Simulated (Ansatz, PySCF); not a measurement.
FH₂NO₂W, SMILES [NH2][W](=[O])(=[O])[F], multiplicity 1. Atoms are numbered in the order given.

```xyz
7

W     -0.0069     0.0007     0.0000
O      0.9528     0.2000     1.3926
O      0.9528     0.2000    -1.3926
F     -1.4211     1.2297     0.0000
N     -0.6293    -1.8252     0.0000
H     -0.7073    -2.3964     0.8381
H     -0.7073    -2.3964    -0.8381
```
Charge 0, spin multiplicity 1.

Coordinates come from a PBE0-D3(BJ)/def2-SVP optimisation. The spin state was assumed, not searched. The structure was generated by enumeration; whether it is a known compound was not checked. The def2 effective core potentials stand for the cores of W; spin–orbit coupling is left out. Other conformers were not sampled.

Two levels are set side by side: PBE-D3(BJ)/def2-SVP (Ansatz, a program for electronic structure) and PBE0-D3(BJ)/def2-SVP (Ansatz). Each level has its own optimised geometry; the coordinates shown are those of the second. Frequencies come from the Hessian of PySCF at each geometry. Differences are taken from unrounded values.

| quantity | PBE0-D3(BJ) | PBE-D3(BJ) | PBE-D3(BJ) minus PBE0-D3(BJ) |
|---|---|---|---|
| mean bond length (Å) | 1.541 | 1.556 | 0.015 |
| bond W1–O2 (Å) | 1.703 | 1.725 | 0.022 |
| bond W1–O3 (Å) | 1.703 | 1.725 | 0.022 |
| bond W1–F4 (Å) | 1.874 | 1.888 | 0.015 |
| bond W1–N5 (Å) | 1.929 | 1.944 | 0.015 |
| bond N5–H6 (Å) | 1.017 | 1.026 | 0.008 |
| bond N5–H7 (Å) | 1.017 | 1.026 | 0.008 |
| highest harmonic wavenumber (cm⁻¹) | 3681 | 3565 | -116 |
| mean harmonic wavenumber (cm⁻¹) | 1005 | 967 | -38 |
| zero-point energy (kcal/mol) | 21.55 | 20.74 | -0.82 |

Exact exchange shortens and stiffens bonds; PBE has none. Differences between two approximate levels are no errors against the true value.
